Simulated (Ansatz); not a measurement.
One change: `[NH2][Ga]([NH2])[Br]` becomes `[CH3][Ga]([NH2])[NH2]`.

Ansatz, PBE0-D4/def2-TZVP geometries, multiplicity 1. Each molecule was computed in one conformer, which needn't be the lowest.

Scalar relativity is left out up to krypton.

```tsv
property	`[NH2][Ga]([NH2])[Br]`
HOMO–LUMO gap (ωB97M-V/def2-TZVPP) / eV	11.03
HOMO energy (ωB97M-V/def2-TZVPP) / eV	-9.74
HOMO–LUMO gap (PBE0/def2-TZVPP) / eV	6.97
HOMO energy (B3LYP/def2-TZVPP) / eV	-7.10
HOMO energy (PBE0/def2-TZVPP) / eV	-7.35
size of the dipole moment (PBE/def2-TZVPP) / D	2.62
```

(1) What does the change do to each property? (Best estimate.)

## Answers

(1) Computed: 
| property | `[CH3][Ga]([NH2])[NH2]` | shift |
| --- | --- | --- |
| HOMO–LUMO gap (ωB97M-V/def2-TZVPP) / eV | 10.87 | -0.16 |
| HOMO energy (ωB97M-V/def2-TZVPP) / eV | -8.96 | 0.78 |
| HOMO–LUMO gap (PBE0/def2-TZVPP) / eV | 7.02 | 0.05 |
| HOMO energy (B3LYP/def2-TZVPP) / eV | -6.33 | 0.77 |
| HOMO energy (PBE0/def2-TZVPP) / eV | -6.57 | 0.78 |
| size of the dipole moment (PBE/def2-TZVPP) / D | 0.23 | -2.39 |

Dipoles are sizes alone; their direction can turn.

B3LYP here is the variant with VWN-RPA as its local correlation; programs differ in this.

Spin–orbit coupling is left out; it splits and shifts lone-pair levels of the heavy atoms by tenths of an eV.
